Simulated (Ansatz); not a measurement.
Born–Oppenheimer molecular dynamics of H$_{10}$O$_{2}$Si$_{4}$ (16 atoms, charge 0, multiplicity 1). It goes on from the last frame of an earlier run, with new velocities.

Method: RKS PBE-D4/6-31G in Ansatz.

- ensemble: NVT, Nosé–Hoover chain
- time step: 0.5 fs
- steps asked: 150
- set temperature: 200 K
- thermostat: time constant 20 fs, chain length 3
- seed: 118741

Frames 2.5 fs apart, positions in Å, forces in eV/Å.

Velocities at 25 fs (Å/ps):

```
Si 0.66 0.61 -0.86
H 3.42 25.68 11.61
Si -0.54 -1.20 0.61
H 5.24 9.67 2.44
H -23.78 -3.81 -12.53
H -18.95 -7.33 1.46
O 4.42 -9.31 3.80
Si -1.88 5.24 -2.65
H -7.53 15.28 0.85
H -6.20 -20.05 -5.76
H -20.73 13.60 -1.33
O -1.86 -2.94 3.25
Si 1.64 0.45 -0.71
H 0.14 6.07 -11.28
H 28.28 5.36 0.26
H 2.94 7.97 2.80
```

```xyz
16
Properties=species:S:1:pos:R:3:forces:R:3 time_fs=25 energy_less_start_eV=-0.236 T=233
Si 0.028 -0.019 0.384 1.14 -0.72 -1.27
H 0.474 -0.024 1.799 -0.22 0.13 0.76
Si 2.037 -0.028 -0.973 0.52 -0.56 0.74
H 2.780 -1.412 -0.840 -0.37 0.70 0.06
H 1.759 0.085 -2.438 -0.09 0.22 -0.30
H 3.044 1.065 -0.491 -0.48 -0.41 -0.29
O -0.815 1.407 -0.061 -0.48 -0.14 0.12
Si -2.340 1.661 -0.888 -0.12 -0.02 0.24
H -2.868 0.324 -1.449 0.22 0.45 -0.14
H -3.383 2.066 0.164 0.18 0.16 -0.31
H -2.018 2.760 -1.912 -0.35 -0.35 0.19
O -0.816 -1.484 -0.009 -0.45 -0.21 0.43
Si -1.700 -2.904 0.562 0.66 0.08 -0.55
H -3.101 -2.516 1.040 0.17 -0.09 -0.12
H -1.747 -3.920 -0.642 -0.06 0.62 0.72
H -0.911 -3.541 1.730 -0.27 0.14 -0.29
16
Properties=species:S:1:pos:R:3:forces:R:3 time_fs=27.5 energy_less_start_eV=-0.322 T=265
Si 0.031 -0.019 0.381 1.45 -1.30 -0.36
H 0.475 0.042 1.844 -0.39 -0.02 0.03
Si 2.035 -0.032 -0.971 -0.33 -0.63 -0.15
H 2.783 -1.371 -0.832 -0.17 0.27 0.05
H 1.700 0.081 -2.471 0.12 0.15 0.40
H 2.987 1.040 -0.494 0.01 0.15 -0.12
O -0.806 1.384 -0.052 -1.35 0.65 -0.46
Si -2.344 1.674 -0.894 0.43 -0.09 0.54
H -2.880 0.372 -1.453 0.17 0.05 -0.34
H -3.394 2.023 0.143 0.06 0.32 -0.04
H -2.077 2.784 -1.909 -0.17 -0.27 0.17
O -0.821 -1.491 -0.001 -0.13 0.28 0.40
Si -1.695 -2.903 0.559 0.67 0.26 -0.28
H -3.096 -2.504 1.009 0.07 -0.15 -0.08
H -1.680 -3.891 -0.622 -0.18 0.27 0.38
H -0.912 -3.518 1.729 -0.25 0.05 -0.14
16
Properties=species:S:1:pos:R:3:forces:R:3 time_fs=30 energy_less_start_eV=-0.243 T=207
Si 0.037 -0.021 0.377 1.53 -1.66 0.39
H 0.453 0.105 1.890 -0.44 -0.18 -0.53
Si 2.034 -0.037 -0.970 -1.26 -0.42 -0.72
H 2.777 -1.316 -0.822 0.22 -0.47 0.07
H 1.649 0.087 -2.482 0.25 0.09 0.71
H 2.933 1.024 -0.504 0.50 0.75 0.10
O -0.802 1.365 -0.045 -1.95 1.25 -0.91
Si -2.348 1.687 -0.899 0.81 -0.27 0.88
H -2.883 0.421 -1.476 0.07 -0.34 -0.50
H -3.401 2.000 0.120 -0.08 0.41 0.23
H -2.146 2.792 -1.898 0.05 0.03 -0.03
O -0.827 -1.497 0.009 0.22 0.75 0.32
Si -1.689 -2.901 0.557 0.52 0.73 0.17
H -3.087 -2.501 0.974 -0.10 -0.16 -0.02
H -1.626 -3.849 -0.582 -0.23 -0.38 -0.33
H -0.927 -3.493 1.720 -0.09 -0.12 0.17
16
Properties=species:S:1:pos:R:3:forces:R:3 time_fs=32.5 energy_less_start_eV=-0.214 T=182
Si 0.046 -0.026 0.374 1.25 -1.66 0.68
H 0.406 0.155 1.905 -0.33 -0.31 -0.66
Si 2.030 -0.042 -0.969 -1.26 0.06 -0.48
H 2.783 -1.290 -0.807 0.42 -0.80 0.07
H 1.613 0.098 -2.453 0.24 0.05 0.47
H 2.907 1.050 -0.510 0.40 0.63 0.05
O -0.805 1.350 -0.041 -2.15 1.50 -1.16
Si -2.349 1.698 -0.902 0.77 -0.62 1.06
H -2.880 0.451 -1.527 0.09 -0.33 -0.42
H -3.412 2.001 0.111 -0.06 0.35 0.27
H -2.209 2.801 -1.889 0.23 0.29 -0.19
O -0.831 -1.500 0.020 0.50 1.09 0.23
Si -1.682 -2.898 0.554 0.30 0.88 0.41
H -3.085 -2.508 0.939 -0.22 -0.15 0.01
H -1.587 -3.828 -0.561 -0.21 -0.75 -0.73
H -0.948 -3.475 1.722 0.03 -0.23 0.40
16
Properties=species:S:1:pos:R:3:forces:R:3 time_fs=35 energy_less_start_eV=-0.345 T=245
Si 0.057 -0.035 0.373 0.68 -1.27 0.48
H 0.342 0.186 1.884 -0.11 -0.36 -0.34
Si 2.023 -0.047 -0.970 -0.23 0.25 0.45
H 2.811 -1.306 -0.790 0.15 -0.29 -0.03
H 1.592 0.112 -2.399 0.07 0.04 -0.22
H 2.903 1.109 -0.513 -0.08 -0.05 -0.17
O -0.815 1.341 -0.042 -1.93 1.34 -1.19
Si -2.350 1.708 -0.903 0.40 -0.85 0.84
H -2.872 0.462 -1.601 0.19 0.03 -0.11
H -3.426 2.022 0.117 0.12 0.18 0.10
H -2.259 2.826 -1.889 0.33 0.25 -0.10
O -0.834 -1.499 0.032 0.66 1.20 0.15
Si -1.675 -2.893 0.553 0.14 0.24 0.12
H -3.095 -2.523 0.905 -0.16 -0.13 0.00
H -1.561 -3.849 -0.580 -0.21 -0.38 -0.28
H -0.966 -3.470 1.745 -0.01 -0.17 0.29
16
Properties=species:S:1:pos:R:3:forces:R:3 time_fs=37.5 energy_less_start_eV=-0.355 T=241
Si 0.070 -0.047 0.372 -0.04 -0.63 -0.11
H 0.272 0.196 1.844 0.14 -0.31 0.31
Si 2.016 -0.052 -0.970 0.75 0.13 1.17
H 2.846 -1.339 -0.775 -0.25 0.37 -0.15
H 1.575 0.128 -2.359 -0.10 0.03 -0.79
H 2.895 1.165 -0.525 -0.39 -0.57 -0.28
O -0.833 1.337 -0.046 -1.35 0.88 -1.00
Si -2.349 1.716 -0.902 0.00 -0.72 0.35
H -2.853 0.475 -1.679 0.24 0.33 0.21
H -3.432 2.053 0.128 0.26 0.00 -0.09
H -2.288 2.863 -1.895 0.37 -0.02 0.17
O -0.834 -1.494 0.044 0.67 1.03 0.09
Si -1.667 -2.888 0.552 0.01 -0.62 -0.18
H -3.113 -2.546 0.872 0.02 -0.11 -0.03
H -1.548 -3.891 -0.614 -0.19 0.21 0.39
H -0.985 -3.475 1.784 -0.13 0.00 -0.05
16
Properties=species:S:1:pos:R:3:forces:R:3 time_fs=40 energy_less_start_eV=-0.326 T=217
Si 0.082 -0.059 0.371 -0.69 0.17 -0.52
H 0.211 0.187 1.823 0.30 -0.22 0.76
Si 2.011 -0.057 -0.967 0.95 0.07 0.84
H 2.868 -1.351 -0.769 -0.42 0.63 -0.20
H 1.555 0.146 -2.363 -0.04 -0.07 -0.55
H 2.866 1.189 -0.553 -0.35 -0.63 -0.21
O -0.856 1.337 -0.055 -0.51 0.25 -0.65
Si -2.348 1.722 -0.900 -0.22 -0.37 -0.13
H -2.821 0.505 -1.744 0.15 0.35 0.35
H -3.424 2.083 0.134 0.23 -0.12 -0.15
H -2.295 2.900 -1.891 0.37 -0.22 0.35
O -0.832 -1.485 0.056 0.52 0.62 0.02
Si -1.660 -2.884 0.550 -0.17 -1.05 -0.22
H -3.130 -2.574 0.837 0.19 -0.06 -0.05
H -1.546 -3.921 -0.625 -0.12 0.49 0.66
H -1.011 -3.481 1.820 -0.18 0.14 -0.31
16
Properties=species:S:1:pos:R:3:forces:R:3 time_fs=42.5 energy_less_start_eV=-0.372 T=235
Si 0.092 -0.071 0.369 -1.17 1.04 -0.20
H 0.169 0.165 1.843 0.36 -0.19 0.45
Si 2.007 -0.061 -0.963 0.40 0.09 -0.16
H 2.865 -1.328 -0.774 -0.26 0.37 -0.16
H 1.532 0.159 -2.396 0.14 -0.23 0.16
H 2.818 1.177 -0.593 -0.01 -0.20 -0.01
O -0.879 1.338 -0.066 0.44 -0.38 -0.18
Si -2.348 1.727 -0.898 -0.26 0.02 -0.40
H -2.781 0.555 -1.788 -0.05 0.10 0.26
H -3.403 2.107 0.132 0.02 -0.16 -0.06
H -2.280 2.923 -1.867 0.34 -0.20 0.33
O -0.828 -1.474 0.067 0.26 0.06 -0.07
Si -1.653 -2.882 0.548 -0.34 -0.92 -0.07
H -3.136 -2.606 0.800 0.21 0.04 -0.03
H -1.551 -3.923 -0.600 0.01 0.38 0.45
H -1.047 -3.478 1.838 -0.10 0.17 -0.33
16
Properties=species:S:1:pos:R:3:forces:R:3 time_fs=45 energy_less_start_eV=-0.312 T=196
Si 0.100 -0.081 0.367 -1.47 1.80 0.49
H 0.148 0.132 1.888 0.38 -0.17 -0.21
Si 2.005 -0.064 -0.959 -0.44 0.19 -0.98
H 2.848 -1.285 -0.788 0.16 -0.26 -0.05
H 1.518 0.158 -2.422 0.24 -0.32 0.59
H 2.771 1.155 -0.632 0.44 0.47 0.22
O -0.901 1.337 -0.077 1.33 -0.92 0.30
Si -2.349 1.732 -0.897 -0.21 0.32 -0.41
H -2.745 0.610 -1.817 -0.28 -0.27 0.02
H -3.382 2.120 0.126 -0.25 -0.16 0.09
H -2.245 2.936 -1.825 0.29 0.02 0.13
O -0.823 -1.463 0.079 -0.05 -0.55 -0.17
Si -1.647 -2.882 0.546 -0.45 -0.29 0.21
H -3.130 -2.634 0.762 0.07 0.16 0.02
H -1.556 -3.905 -0.550 0.16 -0.11 -0.15
H -1.087 -3.467 1.837 0.07 0.09 -0.08
16
Properties=species:S:1:pos:R:3:forces:R:3 time_fs=47.5 energy_less_start_eV=-0.188 T=124
Si 0.105 -0.086 0.366 -1.58 2.25 0.92
H 0.151 0.089 1.922 0.38 -0.09 -0.61
Si 2.002 -0.068 -0.957 -0.73 0.50 -1.10
H 2.841 -1.257 -0.806 0.48 -0.71 0.05
H 1.518 0.139 -2.415 0.17 -0.30 0.49
H 2.749 1.159 -0.658 0.55 0.62 0.28
O -0.918 1.333 -0.087 1.96 -1.29 0.69
Si -2.349 1.738 -0.897 -0.27 0.40 -0.35
H -2.726 0.648 -1.844 -0.40 -0.42 -0.12
H -3.376 2.124 0.126 -0.37 -0.16 0.12
H -2.194 2.949 -1.775 0.22 0.26 -0.07
O -0.818 -1.454 0.089 -0.32 -1.06 -0.25
Si -1.642 -2.883 0.544 -0.49 0.38 0.36
H -3.121 -2.653 0.726 -0.12 0.24 0.06
H -1.551 -3.893 -0.510 0.29 -0.58 -0.70
H -1.123 -3.450 1.832 0.24 -0.04 0.25
16
Properties=species:S:1:pos:R:3:forces:R:3 time_fs=50 energy_less_start_eV=-0.240 T=152
Si 0.106 -0.087 0.367 -1.53 2.33 0.92
H 0.176 0.041 1.921 0.34 0.04 -0.56
Si 1.997 -0.070 -0.958 0.04 0.69 -0.47
H 2.858 -1.268 -0.820 0.28 -0.41 0.08
H 1.527 0.104 -2.381 -0.04 -0.18 -0.09
H 2.757 1.195 -0.668 0.20 0.04 0.14
O -0.927 1.324 -0.095 2.19 -1.45 0.89
Si -2.351 1.745 -0.898 -0.43 0.34 -0.41
H -2.730 0.664 -1.876 -0.35 -0.20 0.00
H -3.390 2.118 0.131 -0.27 -0.19 -0.02
H -2.130 2.977 -1.730 0.11 0.25 -0.11
O -0.814 -1.449 0.099 -0.49 -1.34 -0.32
Si -1.638 -2.883 0.543 -0.46 0.30 0.08
H -3.117 -2.658 0.693 -0.17 0.25 0.06
H -1.530 -3.912 -0.508 0.30 -0.41 -0.53
H -1.145 -3.435 1.841 0.28 -0.08 0.34
16
Properties=species:S:1:pos:R:3:forces:R:3 time_fs=52.5 energy_less_start_eV=-0.308 T=189
Si 0.104 -0.083 0.370 -1.37 2.03 0.46
H 0.222 -0.004 1.889 0.29 0.19 -0.09
Si 1.992 -0.071 -0.959 1.02 0.53 0.26
H 2.892 -1.302 -0.830 -0.18 0.24 0.07
H 1.534 0.057 -2.353 -0.22 -0.05 -0.70
H 2.778 1.235 -0.670 -0.16 -0.55 -0.02
O -0.929 1.309 -0.099 1.96 -1.34 0.87
Si -2.353 1.752 -0.900 -0.46 0.31 -0.53
H -2.755 0.667 -1.908 -0.19 0.15 0.25
H -3.420 2.102 0.136 -0.05 -0.20 -0.21
H -2.060 3.018 -1.690 -0.07 -0.03 0.01
O -0.812 -1.449 0.107 -0.50 -1.30 -0.35
Si -1.635 -2.883 0.543 -0.38 -0.35 -0.26
H -3.123 -2.647 0.664 -0.04 0.18 0.03
H -1.491 -3.954 -0.536 0.19 0.19 0.11
H -1.151 -3.425 1.867 0.16 0.01 0.08
```

Of the whole run (75 fs, mean temperature of the second half 195 K): The conserved energy stayed within 0.12 meV per atom of its start (net change -0.11 meV per atom), so the integration is sound. A run of 0.075 ps of so small a system gives no equilibrium averages. Limits of this set-up: no polarisation functions.

Run time: 9.5 min on 2 threads of Arm Neoverse V1 (shared host), peak memory 0.15 GiB.
